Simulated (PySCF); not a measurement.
C₂H₈O₂Si, SMILES CO[Si@@H](C)O. The structure is a stationary point at PBE0-D3(BJ)/def2-SVP. The structure was generated by enumeration; whether it is a known compound was not checked. The values are those of a single conformer.

Computed equilibrium geometry at PBE0-D3(BJ)/def2-SVP (PySCF confirms it by a frequency run) as a Z-matrix (one conformer of several):
```
Si
O 1 1.6640
C 2 1.3996 1 124.25
H 3 1.1010 2 108.96 1 -172.98
H 3 1.1053 4 107.96 2 -122.05
H 3 1.1059 4 107.69 5 -116.20
O 1 1.6665 2 111.10 3 63.28
H 7 0.9617 1 115.96 2 63.30
H 1 1.4885 2 103.51 3 -177.14
C 1 1.8586 9 113.34 2 -121.61
H 10 1.1007 1 110.64 9 -58.35
H 10 1.1007 11 108.31 1 -121.71
H 10 1.1011 11 107.67 12 -117.02
```
